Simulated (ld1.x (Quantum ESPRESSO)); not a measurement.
**As (Z = 33): excitation energies, all-electron against TM semilocal**

ld1.x (Quantum ESPRESSO) 7.5 input, shortened:

```
&input
   title='As', zed=33., rel=1, dft='PBE', iswitch=3,
   config='[Ar] 3d10 4s2 4p2.5'
 /
 &inputp
   pseudotype=1, tm=.true., lloc=0,
   nlcc=.true., new_core_ps=.true., rcore=1.05
 /
2
4P  2  1   2.50   0.00  1.45  1.45  0.0
4S  1  0   2.00   0.00  1.55  1.55  0.0
 &test
   configts(1)='4s2 4p2.5'
 /
```

Energies are relative to the spin-unpolarised reference configuration 4s2 4p2.5; without spin polarisation the order of configurations can differ from experiment. The frozen-core shift is the all-electron ΔE with the core orbitals held at their reference shape minus the fully relaxed ΔE.

```json
{"valence configuration": "4s2 4p3", "charge": "0", "ΔE all-electron (eV)": "-3.555", "error AE − PS (meV)": "+0.5", "frozen-core shift (meV)": "+0.2"}
{"valence configuration": "4s2 4p2", "charge": "+1", "ΔE all-electron (eV)": "5.594", "error AE − PS (meV)": "-1.2", "frozen-core shift (meV)": "+2.0"}
{"valence configuration": "4s2 4p1", "charge": "+2", "ΔE all-electron (eV)": "23.512", "error AE − PS (meV)": "-16", "frozen-core shift (meV)": "+28"}
{"valence configuration": "4s1 4p0", "charge": "+4", "ΔE all-electron (eV)": "101.862", "error AE − PS (meV)": "-340", "frozen-core shift (meV)": "+486"}
{"valence configuration": "4s2 4p0", "charge": "+3", "ΔE all-electron (eV)": "51.215", "error AE − PS (meV)": "-85", "frozen-core shift (meV)": "+126"}
{"valence configuration": "4s1 4p3", "charge": "+1", "ΔE all-electron (eV)": "15.701", "error AE − PS (meV)": "-11", "frozen-core shift (meV)": "+17"}
```

**Question.** What are ΔE and the potential's error for 4s1 4p4?

**Answer.** ΔE = 5.862 eV all-electron; the error (AE − PS) is -4.9 meV.

Levels in the configuration 4s2 4p1:

| level | all-electron (eV) | pseudo (eV) |
| --- | --- | --- |
| 4s | -33.447 | -33.489 |
| 4p | -22.668 | -22.697 |
